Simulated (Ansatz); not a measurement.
Relaxation of the cluster Ge2F5⁻ with RKS PBE0-D4/def2-SVPD.

```sh
$ ansatz run in.yaml --threads 4 --pin off --events-out ev --progress --plain --max-ram 4787MiB
```

```yaml
crystal:
  periodic: [false, false, false]
  atoms:
    - {symbol: Ge, position_ang: [-0.726300, -1.418170, -0.420410]}
    - {symbol: Ge, position_ang: [0.168900, 0.781830, 0.058530]}
    - {symbol: F, position_ang: [0.805540, -2.278830, -0.943250]}
    - {symbol: F, position_ang: [0.186060, 1.735900, 1.564430]}
    - {symbol: F, position_ang: [1.429000, 1.646610, -0.846360]}
    - {symbol: F, position_ang: [-1.183740, 1.657970, -0.682600]}
    - {symbol: F, position_ang: [-0.679460, -2.125310, 1.269660]}
basis:
  gaussian: {orbitals: def2-SVPD}
total_charge: -1
hamiltonian: {xc: pbe0, dispersion: d4}
scf: {lower_state_search: "off"}
output: {orbitals: {seedname: orbitals}}
relax: {f_tol: 0.02, max_steps: 100}
```

Hardware: 4 threads of Arm Neoverse V1 on a shared host. Wall time 2.1 min, peak host memory 0.68 GiB.

Positions (Å) and forces (eV/Å) at steps 1, 2, 3, 4, 5, 6, 7, 8, 10, 11, 12, 13, 14, 15, 16, 19, 20, 22, 24, 25, 26 of 26:

```xyz
7
step=1 energy=-126578.4244 eV
Ge   -0.726   -1.418   -0.420   -0.464   -2.127   -0.223
Ge    0.169    0.782    0.059    0.585    1.784    0.416
F     0.806   -2.279   -0.943   -0.120    0.258    0.010
F     0.186    1.736    1.564    0.136   -0.175    0.043
F     1.429    1.647   -0.846    0.226   -0.118    0.027
F    -1.184    1.658   -0.683   -0.327    0.130   -0.135
F    -0.679   -2.125    1.270   -0.036    0.248   -0.138
7
step=2 energy=-126578.6866 eV
Ge   -0.791   -1.593   -0.463    0.635   -0.540    0.440
Ge    0.096    0.834    0.021    0.074    0.240    0.071
F     0.873   -2.241   -0.927   -0.468    0.155    0.044
F     0.222    1.686    1.588    0.043   -0.110   -0.154
F     1.466    1.594   -0.834   -0.026   -0.037    0.085
F    -1.217    1.806   -0.692   -0.120    0.204   -0.054
F    -0.650   -2.086    1.307   -0.138    0.089   -0.433
7
step=3 energy=-126578.7167 eV
Ge   -0.749   -1.659   -0.429    0.127   -0.443    0.100
Ge    0.019    0.884   -0.040    0.225    0.271    0.218
F     0.904   -2.289   -0.913   -0.293    0.217    0.155
F     0.228    1.629    1.576   -0.065   -0.081   -0.216
F     1.464    1.581   -0.830   -0.153   -0.044    0.025
F    -1.223    2.001   -0.698    0.117   -0.096    0.055
F    -0.644   -2.147    1.335    0.043    0.177   -0.336
7
step=4 energy=-126578.7326 eV
Ge   -0.767   -1.680   -0.441    0.216   -0.130    0.140
Ge    0.032    0.872   -0.031    0.037    0.094    0.075
F     0.902   -2.259   -0.905   -0.212    0.087    0.081
F     0.233    1.633    1.576   -0.027   -0.059   -0.126
F     1.463    1.582   -0.832   -0.079   -0.033    0.021
F    -1.218    1.975   -0.693    0.065   -0.026    0.033
F    -0.645   -2.123    1.326    0.000    0.066   -0.224
7
step=5 energy=-126578.7365 eV
Ge   -0.766   -1.682   -0.442    0.038   -0.015    0.012
Ge    0.034    0.866   -0.028   -0.036    0.052    0.003
F     0.899   -2.246   -0.896   -0.028    0.006    0.021
F     0.231    1.628    1.572    0.001   -0.022   -0.025
F     1.457    1.577   -0.835   -0.004   -0.013    0.000
F    -1.212    1.972   -0.688    0.026   -0.012    0.017
F    -0.643   -2.115    1.317    0.004    0.004   -0.028
7
step=6 energy=-126578.7362 eV rejected
Ge   -0.749   -1.692   -0.448   -0.065   -0.050   -0.042
Ge    0.001    0.874   -0.045    0.048   -0.018    0.019
F     0.928   -2.242   -0.866    0.006    0.032    0.024
F     0.243    1.593    1.566   -0.012    0.019    0.021
F     1.441    1.548   -0.851    0.000    0.014   -0.025
F    -1.213    2.032   -0.671    0.007   -0.023    0.009
F    -0.652   -2.112    1.315    0.014    0.026   -0.006
7
step=7 energy=-126578.7376 eV
Ge   -0.758   -1.686   -0.452    0.018   -0.002    0.002
Ge    0.025    0.869   -0.034   -0.022   -0.008   -0.004
F     0.917   -2.245   -0.870   -0.003    0.005    0.001
F     0.243    1.612    1.571    0.008   -0.001   -0.008
F     1.446    1.570   -0.852    0.001    0.002    0.002
F    -1.216    1.992   -0.672    0.007    0.000    0.008
F    -0.656   -2.111    1.309   -0.009    0.004   -0.001
7
step=8 energy=-126578.7369 eV rejected
Ge   -0.732   -1.697   -0.471   -0.106   -0.032   -0.052
Ge   -0.008    0.867   -0.046    0.109    0.055    0.020
F     0.962   -2.233   -0.825    0.045    0.015    0.019
F     0.276    1.579    1.562   -0.020   -0.006    0.003
F     1.420    1.540   -0.880   -0.029   -0.007   -0.012
F    -1.224    2.040   -0.638   -0.009   -0.030    0.005
F    -0.694   -2.096    1.298    0.010    0.004    0.019
7
step=10 energy=-126578.7394 eV
Ge   -0.733   -1.692   -0.483    0.018   -0.007    0.007
Ge    0.018    0.867   -0.042    0.005    0.005    0.003
F     0.966   -2.242   -0.806   -0.014    0.008    0.009
F     0.293    1.587    1.564    0.005   -0.003   -0.004
F     1.416    1.572   -0.896   -0.006   -0.002   -0.002
F    -1.235    2.006   -0.623   -0.001   -0.008    0.005
F    -0.725   -2.098    1.286   -0.007    0.007   -0.018
7
step=11 energy=-126578.7412 eV
Ge   -0.709   -1.694   -0.510    0.058   -0.042    0.039
Ge    0.016    0.866   -0.048    0.009    0.037    0.008
F     1.007   -2.245   -0.746   -0.064    0.030    0.018
F     0.339    1.569    1.558    0.006   -0.008   -0.019
F     1.388    1.581   -0.937   -0.019   -0.007    0.007
F    -1.253    2.014   -0.579    0.014   -0.033    0.011
F    -0.789   -2.091    1.262   -0.005    0.023   -0.064
7
step=12 energy=-126578.7443 eV
Ge   -0.673   -1.699   -0.551    0.112   -0.051    0.118
Ge    0.018    0.861   -0.055    0.003    0.074    0.013
F     1.064   -2.238   -0.652   -0.125    0.034    0.021
F     0.412    1.540    1.546    0.003   -0.019   -0.050
F     1.346    1.595   -0.998   -0.038   -0.016    0.023
F    -1.280    2.011   -0.510    0.034   -0.050    0.016
F    -0.887   -2.070    1.220    0.011    0.028   -0.141
7
step=13 energy=-126578.7437 eV rejected
Ge   -0.623   -1.692   -0.590    0.176   -0.190    0.256
Ge    0.031    0.865   -0.062    0.010    0.158    0.050
F     1.117   -2.258   -0.542   -0.278    0.109    0.023
F     0.499    1.525    1.529   -0.012   -0.026   -0.107
F     1.296    1.634   -1.066   -0.089   -0.043    0.062
F    -1.314    1.996   -0.431    0.108   -0.101    0.028
F    -1.005   -2.069    1.162    0.085    0.094   -0.313
7
step=14 energy=-126578.7473 eV
Ge   -0.652   -1.699   -0.574    0.076    0.013    0.076
Ge    0.025    0.856   -0.054   -0.016    0.022    0.001
F     1.086   -2.234   -0.599   -0.065   -0.002    0.013
F     0.455    1.533    1.538    0.001   -0.015   -0.035
F     1.321    1.605   -1.026   -0.010    0.003    0.003
F    -1.296    1.990   -0.472    0.012   -0.011    0.012
F    -0.938   -2.051    1.187    0.001   -0.009   -0.070
7
step=15 energy=-126578.7460 eV rejected
Ge   -0.609   -1.679   -0.582   -0.121   -0.178   -0.125
Ge    0.026    0.869   -0.064    0.079    0.056    0.127
F     1.106   -2.272   -0.530    0.013    0.060    0.046
F     0.506    1.528    1.520   -0.008    0.017   -0.009
F     1.289    1.636   -1.064   -0.013    0.007   -0.031
F    -1.315    1.995   -0.428    0.014   -0.027    0.001
F    -1.003   -2.077    1.146    0.035    0.064   -0.009
7
step=16 energy=-126578.7495 eV
Ge   -0.635   -1.693   -0.584    0.020   -0.015    0.014
Ge    0.029    0.858   -0.054    0.001    0.012    0.018
F     1.096   -2.244   -0.564   -0.022    0.001    0.014
F     0.482    1.535    1.531    0.001   -0.005   -0.017
F     1.305    1.617   -1.045   -0.004    0.007   -0.009
F    -1.306    1.983   -0.449    0.004   -0.003    0.009
F    -0.971   -2.057    1.165    0.000    0.002   -0.030
7
step=19 energy=-126578.7550 eV
Ge   -0.558   -1.692   -0.645    0.114   -0.097    0.177
Ge    0.046    0.858   -0.057    0.020    0.085   -0.012
F     1.154   -2.264   -0.380   -0.149    0.056   -0.026
F     0.617    1.521    1.496   -0.019   -0.015   -0.048
F     1.219    1.666   -1.141   -0.060   -0.033    0.043
F    -1.348    1.952   -0.324    0.059   -0.034    0.021
F    -1.130   -2.041    1.051    0.035    0.039   -0.154
7
step=20 energy=-126578.7568 eV
Ge   -0.547   -1.694   -0.649    0.058   -0.056    0.091
Ge    0.048    0.857   -0.060   -0.002    0.043    0.000
F     1.158   -2.261   -0.357   -0.077    0.026   -0.010
F     0.631    1.515    1.490   -0.007   -0.005   -0.024
F     1.207    1.672   -1.150   -0.029   -0.015    0.017
F    -1.350    1.947   -0.308    0.035   -0.017    0.013
F    -1.147   -2.037    1.035    0.022    0.023   -0.087
7
step=22 energy=-126578.7565 eV rejected
Ge   -0.528   -1.697   -0.668    0.049    0.067    0.078
Ge    0.058    0.858   -0.031   -0.044   -0.031   -0.075
F     1.160   -2.271   -0.323   -0.010   -0.017   -0.007
F     0.669    1.569    1.483    0.001   -0.020    0.007
F     1.178    1.659   -1.170    0.025    0.012   -0.009
F    -1.353    1.929   -0.278   -0.008    0.010    0.022
F    -1.184   -2.048    0.988   -0.013   -0.021   -0.018
7
step=24 energy=-126578.7593 eV
Ge   -0.489   -1.702   -0.682    0.032   -0.019    0.053
Ge    0.048    0.849   -0.063   -0.004    0.078    0.016
F     1.186   -2.243   -0.228   -0.039   -0.001   -0.012
F     0.715    1.494    1.458   -0.012   -0.021   -0.037
F     1.140    1.680   -1.209   -0.010   -0.008    0.011
F    -1.362    1.941   -0.218    0.024   -0.024    0.003
F    -1.237   -2.020    0.943    0.008   -0.005   -0.034
7
step=25 energy=-126578.7598 eV
Ge   -0.478   -1.702   -0.685    0.024   -0.016    0.041
Ge    0.053    0.856   -0.059   -0.007    0.036    0.009
F     1.186   -2.256   -0.207   -0.036    0.007   -0.008
F     0.732    1.510    1.452   -0.004   -0.014   -0.021
F     1.127    1.689   -1.220   -0.006   -0.008    0.010
F    -1.363    1.939   -0.204    0.012   -0.015    0.002
F    -1.257   -2.035    0.923    0.017    0.009   -0.033
7
step=26 energy=-126578.7599 eV
Ge   -0.471   -1.704   -0.687    0.002   -0.003    0.012
Ge    0.052    0.857   -0.061   -0.002    0.010    0.007
F     1.186   -2.262   -0.196   -0.012    0.006    0.001
F     0.737    1.506    1.449    0.000   -0.006   -0.010
F     1.121    1.695   -1.224    0.000   -0.002    0.002
F    -1.365    1.938   -0.196    0.003   -0.008    0.000
F    -1.262   -2.029    0.915    0.008    0.003   -0.013
```

The structure comes from a short search, and lower isomers may exist.
